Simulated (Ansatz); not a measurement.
```yaml
crystal:
  periodic: [true, true, true]
  atoms:
    - {symbol: O, position_ang: [-1.427493, 1.100470, 0.191934]}
    - {symbol: C, position_ang: [-0.466935, 0.463991, 0.385135]}
    - {symbol: C, position_ang: [0.053406, -0.716500, 0.958968]}
    - {symbol: O, position_ang: [0.850277, -1.888789, -0.229995]}
    - {symbol: Si, position_ang: [0.504737, -0.141050, -1.364431]}
    - {symbol: H, position_ang: [-1.689712, 1.575581, -0.264669]}
    - {symbol: H, position_ang: [0.330697, 1.314016, 0.745590]}
    - {symbol: H, position_ang: [0.430347, -0.595697, 1.858653]}
    - {symbol: H, position_ang: [-0.833374, -1.270879, 1.034522]}
    - {symbol: H, position_ang: [2.226510, 0.193330, -1.488067]}
    - {symbol: H, position_ang: [-0.265078, -0.410448, -2.385424]}
basis:
  gaussian: {orbitals: def2-TZVP}
hamiltonian: {xc: {name: r2SCAN}, dispersion: d3bjatm}
output: {forces: true}
```

```sh
$ ansatz run in.yaml --threads 4 --pin off --events-out ev --progress --plain --max-ram 10444MiB
```

Output, abridged:

```
Error: YAML parse error: error: line 2 column 3: crystal: missing field `lattice` (a structure is typed as `lattice` and `atoms`, a molecule's as `atoms` in Å alone, or read from a run's directory, `checkpoint`)
 --> <input>:2:3
1 | crystal:
2 |   periodic: [true, true, true]
3 |   atoms:
4 |     - {symbol: O, position_ang: [-1.427493, 1.100470, 0.191934]}
```

(1) What is wrong with this run?

## Answers

(1) The molecule is marked periodic without a cell. The program refused the input.
